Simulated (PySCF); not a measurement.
C4H5BO2, SMILES B1(C(C=CO1)=C)O.

Coordinates come from a B3LYP-D3(BJ)/def2-SVP optimisation. This is a generated structure with no PubChem entry under its InChIKey; it may be hypothetical. Other conformers were not sampled.

The numbers are results of PBE/def2-TZVP (PySCF), not measurements.

Symmetry labels are those of the subgroup Cs that the program uses (full group Cs).

Computed valence orbital energies around the gap with their symmetry:
| orbital | symmetry | energy (eV) |
|---|---|---|
| HOMO−7 | A" | -10.48 |
| HOMO−6 | A' | -9.47 |
| HOMO−5 | A' | -9.20 |
| HOMO−4 | A' | -8.85 |
| HOMO−3 | A" | -8.59 |
| HOMO−2 | A" | -7.43 |
| HOMO−1 | A' | -7.42 |
| HOMO | A" | -5.42 |
| LUMO | A" | -2.31 |
| LUMO+1 | A' | 0.04 |
| LUMO+2 | A" | 0.17 |
| LUMO+3 | A' | 1.27 |
